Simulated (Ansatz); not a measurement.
Computed with Ansatz on PBE0-D4/def2-TZVP structures; ΔE is electronic, products minus reactants. CCSD(T)/CBS adds triple-zeta CCSD(T) − MP2 to the extrapolated MP2 energy (def2 sets, frozen cores). This one scheme is used for every species. Functionals use def2-TZVPP. For Se outer-core shells are correlated without core-valence functions, which leaves a few kJ/mol of doubt a bond. Scalar relativity is left out up to krypton. Each species was taken in one conformer, which may not be the lowest.

Reaction (formal hydrolysis of a B–Se bond): `COB(C)[SeH]` + H₂O → `COB(C)O` + H₂Se

| level | ΔE (kcal/mol) |
| --- | --- |
| r2SCAN-D4 | -15.2 |
| MP2/def2-TZVPP | -12.8 |

(1) What does CCSD(T)/CBS give? (Best estimate.)

Largest T1 diagnostic among the species: 0.012.

Results:

(1) The calculation gave: -13.2 kcal/mol. The listed levels differ from it by -2.0, 0.4 kcal/mol.

In def2-TZVPP, CCSD(T) changes the Hartree–Fock value by +5.8 kcal/mol (the triples alone add +1.0 kcal/mol) and MP2 by +7.7 kcal/mol. The D4 term adds +1.9 kcal/mol with B3LYP and +1.0 kcal/mol with PBE0; it sums over pairs of atoms, weighted by their polarisabilities, and B3LYP, whose exchange is more repulsive, gets the larger term.

B3LYP here is the variant with VWN-RPA as its local correlation; programs differ in this.
